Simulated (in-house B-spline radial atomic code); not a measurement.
Configurations of Cs⁶⁺, with energies counted from [Kr] 4d10 5s2 5p1. Level of theory: scalar-relativistic (X2C) BHandHLYP, spin-polarised, spherical fractional occupations, exact exchange averaged over the configuration, Fermi nucleus of rms radius 4.8041 fm; calculated with a radial B-spline atomic code at the basis-set limit. Shells without spins written out take the highest spin.

Occupations are held fixed; configurations that lie above the ionisation limit could autoionise.

| configuration | E - E(ref) (eV) | highest orbital | its <r> (bohr) |
| --- | --- | --- | --- |
| [Kr] 4d10 5s1 5p2 | 13.281 | 5p up | 1.743 |
| [Kr] 4d10 4f1 5s2 | 18.91 | 4f up | 1.248 |
| [Kr] 4d10 4f1 5s1 5p1 | 32.419 | 4f up | 1.238 |
| [Kr] 4d10 5s1 5p1 6f1 | 72.321 | 6f up | 5.072 |
| [Ar] 3d9 4s2 4p6 4d10 5s2 5p1 6s1 | 762.7 | 6s up | 2.903 |

(1) Order these further configurations by energy, lowest first.
A. [Kr] 4d9 5s2 5p2
B. [Kr] 4d10 5s1 5p1 6s1
C. [Ar] 3d10 4s2 4p5 4d10 5s2 5p1 6s1
D. [Ar] 3d10 4s2 4p5 4d10 4f1 5s2 5p1
E. [Ar] 3d9 4s2 4p6 4d10 5s2 5p1 5d1

Results:

(1) B (46.874 eV), A (73.264 eV), D (181.97 eV), C (201.32 eV), E (752.23 eV).
